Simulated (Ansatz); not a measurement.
Relaxation of CH6BFO2Si (12 atoms, charge 0, multiplicity 1), to a largest force component of 0.02 eV/Å in at most 40 steps.

Level of theory: RKS PBE/STO-3G in Ansatz.

```xyz
12
Properties=species:S:1:pos:R:3
B 0.310 -1.901 -0.016
Si -0.485 -0.210 0.683
O -0.552 -0.306 2.384
F -1.984 -0.004 0.111
O 0.507 1.133 0.199
C 0.238 1.480 -1.127
H 1.270 -1.824 -0.679
H -0.230 -2.870 0.191
H 0.437 -0.294 2.713
H 0.463 0.615 -1.784
H -0.819 1.816 -1.236
H 0.922 2.310 -1.405
```

Problem. Where does it end, and by what steps?

Solution. The forces met the threshold. Limits of this set-up: minimal basis. After 29 steps the energy has fallen by 0.522 eV; H9 moved furthest, 1.00 Å.

| step | energy less start (eV) | largest force component (eV/Å) | accepted |
| --- | --- | --- | --- |
| 0 | 0.0000 | 3.381 | yes |
| 2 | -0.3608 | 0.794 | yes |
| 4 | -0.4228 | 0.356 | yes |
| 6 | -0.4552 | 0.486 | yes |
| 8 | -0.4670 | 0.376 | yes |
| 10 | -0.4784 | 0.244 | yes |
| 12 | -0.4847 | 0.104 | yes |
| 14 | -0.4884 | 0.027 | yes |
| 16 | -0.4950 | 0.451 | yes |
| 18 | -0.5014 | 0.147 | yes |
| 20 | -0.4940 | 0.639 | no |
| 22 | -0.5169 | 0.139 | yes |
| 24 | -0.5199 | 0.113 | yes |
| 26 | -0.5215 | 0.047 | yes |
| 28 | -0.5205 | 0.183 | no |
| 29 | -0.5224 | 0.019 | yes |

```xyz
12
Properties=species:S:1:pos:R:3
B 0.174 -2.010 -0.181
Si -0.376 -0.349 0.706
O -0.197 -0.508 2.413
F -1.962 -0.023 0.325
O 0.507 1.119 0.358
C 0.379 1.483 -1.059
H 0.520 -2.023 -1.310
H 0.165 -3.039 0.396
H -0.207 0.475 2.739
H 0.810 0.721 -1.759
H -0.679 1.666 -1.381
H 0.942 2.432 -1.212
```

Whether the end is a true minimum wasn't checked by a vibrational analysis.

The run took 2.5 min on 1 thread of Arm Neoverse N1, with other jobs on the host, peak memory 0.17 GiB.
